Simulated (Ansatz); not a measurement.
Reaction (redistribution): `[AlH]1[SiH2][S]1` + `FC1=C(Cl)[SiH2]1` → `Cl[SiH]1[AlH][S]1` + `FC1=C[SiH2]1`

Program: Ansatz. Geometries: PBE0-D4/def2-TZVP. ΔE: electronic, gas phase. CCSD(T)/CBS adds triple-zeta CCSD(T) − MP2 to the extrapolated MP2 energy (def2 sets, frozen cores). DFT in def2-TZVPP.

`[AlH]1[SiH2][S]1`:

Z-matrix (Å, degrees):
```
Si
S 1 2.201
Al 1 2.318 2 57.3
H 1 1.487 2 112.5 3 -118.4
H 1 1.487 2 112.5 3 118.4
H 3 1.572 1 165.3 2 -180.0
```

`FC1=C(Cl)[SiH2]1`:

Z-matrix (Å, degrees):
```
Si
C 1 1.826
C 1 1.809 2 42.8
H 1 1.483 2 121.8 3 -104.5
H 1 1.483 2 121.8 3 104.5
Cl 2 1.694 1 153.8 3 -180.0
F 3 1.315 1 154.3 2 -180.0
```

`Cl[SiH]1[AlH][S]1`:

Z-matrix (Å, degrees):
```
Si
Al 1 2.313
S 1 2.178 2 58.0
Cl 1 2.062 2 123.9 3 98.6
H 1 1.481 2 129.8 3 -93.6
H 2 1.572 1 165.9 3 -174.8
```

`FC1=C[SiH2]1`:

Z-matrix (Å, degrees):
```
Si
C 1 1.796
C 1 1.829 2 42.8
H 1 1.484 2 122.2 3 -103.6
H 1 1.484 2 122.2 3 103.6
F 2 1.320 1 154.9 3 -180.0
H 3 1.081 1 153.9 2 180.0
```

```json
{"level": "revPBE-D4", "ΔE (kJ/mol)": "-145.2"}
{"level": "PBE0-D4", "ΔE (kJ/mol)": "-153.6"}
{"level": "r2SCANh-D4", "ΔE (kJ/mol)": "-157.9"}
{"level": "BLYP", "ΔE (kJ/mol)": "-148.2"}
{"level": "r2SCAN", "ΔE (kJ/mol)": "-156.1"}
{"level": "MP2/def2-SVP", "ΔE (kJ/mol)": "-151.1"}
{"level": "MP2/def2-TZVPP", "ΔE (kJ/mol)": "-160.6"}
{"level": "SCS-MP2/def2-TZVPP", "ΔE (kJ/mol)": "-157.6"}
```

**Question.** What does CCSD(T)/CBS give? (Best estimate.)

**Answer.** The calculation gave: -161.6 kJ/mol. The listed levels differ from it by 16.4, 8.0, 3.7, 13.4, 5.5, 10.5, 1.0, 4.0 kJ/mol.

**Question.** What do rigid-rotor, harmonic-oscillator terms from PBE0-D4/def2-TZVP frequencies (298.15 K, 1 bar) make of the CCSD(T)/CBS value? (Estimate.)

**Answer.** Ansatz gave: ΔZPE = +6.5 kJ/mol, ΔH = -154.9 kJ/mol, ΔS = 1 J/(mol·K), ΔG = -155.1 kJ/mol.

Largest T1 diagnostic among the species: 0.015.

In def2-TZVPP, CCSD(T) changes the Hartree–Fock value by +9.8 kJ/mol (the triples alone add +2.1 kJ/mol) and MP2 by +5.6 kJ/mol. At CCSD(T), def2-SVP lies +14.2 kJ/mol from the extrapolated value and def2-TZVPP +5.2 kJ/mol.
